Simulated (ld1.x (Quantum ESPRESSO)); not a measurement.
**Scattering properties, ultrasoft potential for P**

* Element: P
* Generator: ld1.x (Quantum ESPRESSO) 7.5
* Type: ultrasoft
* Functional: PBEsol
* Relativity: non-relativistic
* Frozen core: [Ne]
* Valence charge: 5
* Reference configuration: 3s2 3p1 (charge +2)
* Partial waves: 3s (bound): rcut 1.25, rcutus 1.45 bohr; 3s channel at -2 Ry: rcut 1.25, rcutus 1.45 bohr; 3p (bound): rcut 1.25, rcutus 1.50 bohr; 3p channel at -0.6 Ry: rcut 1.25, rcutus 1.50 bohr
* Local potential: all-electron potential smoothed inside 1.50 bohr (lloc = -1)
* Core correction: Bessel-smoothed model core inside 0.80 bohr
* Augmentation charge: PSQ, inside the norm-conserving radii

The phase is arctan(r·u′/u) with u = r·R(r), unwrapped; energies in Ry, scanned from -4 to 5 Ry. A pole is an energy at which the radial function vanishes at the test radius. The pseudo phase is shifted by a multiple of π to meet the all-electron one at the reference energy, and phase errors are pseudo minus all-electron; the curves can meet again beyond the range given. Levels narrower than the energy grid can be missing from the lists of poles.

```json
{"channel": "s", "radius (bohr)": "1.65", "reference energy (Ry)": "-2.48", "poles, all-electron": "2.30", "poles, pseudo": "2.19", "unbroken range about the reference energy with phases within 0.05 rad": "below 3.9", "phase error 1 Ry above the reference energy (rad)": "-0.000"}
{"channel": "p", "radius (bohr)": "1.65", "reference energy (Ry)": "-1.78", "poles, all-electron": "3.25", "poles, pseudo": "3.18", "unbroken range about the reference energy with phases within 0.05 rad": "the whole range", "phase error 1 Ry above the reference energy (rad)": "-0.000"}
```

Phases in the s channel:

```
E (Ry)  all-electron  pseudo
 -4.00         0.819   0.819
 -3.52         0.604   0.604
 -3.04         0.258   0.258
 -2.56        -0.220  -0.220
 -2.08        -0.670  -0.670
 -1.60        -0.973  -0.973
 -1.12        -1.161  -1.161
 -0.64        -1.282  -1.282
 -0.16        -1.365  -1.365
  0.32        -1.425  -1.426
  0.80        -1.472  -1.473
  1.28        -1.509  -1.511
  1.76        -1.541  -1.544
  2.24        -1.568  -1.573
  2.72        -1.592  -1.602
  3.20        -1.614  -1.631
  3.68        -1.635  -1.668
  4.16        -1.655  -1.730
  4.64        -1.675  -2.012
```
